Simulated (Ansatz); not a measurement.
A nudged elastic band was laid between two geometries of BF2H4NO + FH (11 atoms, charge 0, multiplicity 1).

Level of theory: RKS PBE0/def2-SVP in Ansatz.

| Item | Value |
| --- | --- |
| movable images | 5 |
| climbing image | yes |
| spring | 5.0 eV/Å² |
| optimiser | quadratic models (default) |
| start path | through a guess of the saddle point |
| force threshold | 0.05 eV/Å |
| iteration limit | 60 |
| end points | relaxed |

First end point:

```xyz
11
Properties=species:S:1:pos:R:3
B -0.180 -0.869 0.149
N -0.940 0.443 -0.446
F 0.236 -1.591 -0.945
F -1.099 -1.549 0.912
H 1.429 0.945 0.224
O 0.907 -0.299 0.919
H -0.224 1.166 -0.647
F 1.423 1.728 -0.351
H -1.434 0.194 -1.303
H -1.610 0.813 0.228
H 1.491 -0.984 1.259
```

Last end point:

```xyz
11
Properties=species:S:1:pos:R:3
B -0.202 -0.854 0.203
N -0.877 0.400 -0.592
F -0.471 -1.981 -0.537
F -0.801 -0.880 1.442
H 1.357 1.000 0.395
O 1.202 -0.502 0.242
H -0.359 1.262 -0.336
F 1.122 1.941 0.346
H -0.820 0.262 -1.601
H -1.857 0.489 -0.324
H 1.705 -1.137 0.762
```

(1) What changes between the two ends?

(2) Give the energies along the band, and the barrier.

(3) What is the geometry of the highest image?

Results:

(1) No bond is made or broken.  The two ends are copies of one structure, up to a mirror image or an exchange of like atoms.

(2) The run converged. The highest image is number 3 of 0 to 6, 2.0 kJ/mol above the ends, which have the same energy within 2 meV. A vibrational analysis at the climbing image gives one clearly imaginary mode, 46i cm⁻¹: a first-order saddle point.

| image | path coordinate (Å) | energy (kJ/mol) |
| --- | --- | --- |
| 0 | 0.00 | 0.0 |
| 1 | 0.38 | 0.6 |
| 2 | 0.76 | 1.5 |
| 3 | 1.14 | 2.0 |
| 4 | 1.49 | 1.4 |
| 5 | 1.83 | 0.5 |
| 6 | 2.18 | 0.0 |

(3) 
```xyz
11
Properties=species:S:1:pos:R:3
B -0.204 -0.886 0.185
N -0.901 0.419 -0.515
F -0.117 -1.852 -0.792
F -1.041 -1.257 1.213
H 1.401 1.047 0.339
O 1.084 -0.398 0.625
H -0.270 1.240 -0.441
F 1.256 1.952 0.019
H -1.080 0.219 -1.500
H -1.788 0.622 -0.055
H 1.661 -1.107 0.923
```

Time of the run: 2.5 min on 2 threads of Intel(R) Xeon(R) 6975P-C (Granite Rapids), with other jobs on the host, peak memory 0.27 GiB.
